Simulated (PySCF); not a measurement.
Two species compared at the same levels of theory.

First species: C5H4F2N2O.
Numbering: `[F:1][CH:2]([F:3])[O:4][c:5]1[cH:6][cH:7][cH:8][n:9][n:10]1` (hydrogens: H11 on C2; H12 on C6; H13 on C7; H14 on C8)

Second species: C5H3F3O.
Bonds: O1–C2 (double), C2–C3, C3–C4, C4–C5 (double), C2–C6, C6–F7, C6–F8, C6–F9, C3–C5. Hydrogens: H10 on C3; H11 on C4; H12 on C5.

Levels: PBE0/def2-SVPD for dipole moment, HOMO energy, LUMO energy, HOMO–LUMO gap, static isotropic polarisability and electronic spatial extent ⟨r²⟩ about the centre of nuclear charge; TDDFT PBE0/def2-SVPD for lowest singlet excitation; TDA PBE0/def2-SVPD for lowest triplet excitation (Tamm–Dancoff); GFN2-xTB for rotational constant A and rotational constant C. Geometries: GFN2-xTB. Each species is one conformer at its optimised geometry, gas phase, non-relativistic unless stated; the electronic structure was computed with PySCF and density fitting.

Dipoles, sizes and rotational constants follow the conformer. The torsions of the flexible species, by atom-mapped SMILES:
- `[F:1][CH:2]([F:3])[O:4][c:5]1[cH:6][cH:7][cH:8][n:9][n:10]1`: F1–C2–O4–C5 135°, C2–O4–C5–C6 179°
- `[O:1]=[C:2]([CH:3]1[CH:4]=[CH:5]1)[C:6]([F:7])([F:8])[F:9]`: O1–C2–C3–C4 -28°, O1–C2–C6–F7 121°

Q: Which of the two has the higher static isotropic polarisability, and by how much?

A: The first: 75.7 au against 60.1 au, a difference of 15.6 au.

Q: Which of the two has the higher ⟨r²⟩, and by how much?

A: The first: 1532 bohr² against 1101 bohr², a difference of 431 bohr².

Q: Which of the two has the higher dipole moment, and by how much?

A: The first: 4.41 D against 3.77 D, a difference of 0.64 D.

Q: Which of the two has the higher HOMO–LUMO gap, and by how much?

A: The second: 6.32 eV against 5.26 eV, a difference of 1.06 eV.

Q: Which of the two has the higher rotational constant A, and by how much?

A: The first: 3.690 GHz against 3.217 GHz, a difference of 0.473 GHz.

Q: Which has the higher T1 energy?

A: The second: 3.62 eV against 2.81 eV, a difference of 0.81 eV.

Q: Which of the two has the higher HOMO energy, and by how much?

A: The first: -7.25 eV against -8.06 eV, a difference of 0.81 eV.

Q: Which has the higher LUMO energy?

A: The second: -1.74 eV against -1.99 eV, a difference of 0.25 eV.

On the first: In atomic units the dipole is 1.74 e·bohr (1 au = 2.5417 D). The polarisability is 11.22 Å³ as a volume (1 au = 0.148185 Å³), or 1.02 au for each of the 74 electrons.

On the second: The 6 singlets span 4.19 to 7.21 eV, and their oscillator strengths add up to 0.28. The polarisability is 8.90 Å³ as a volume (1 au = 0.148185 Å³), or 0.88 au for each of the 68 electrons.
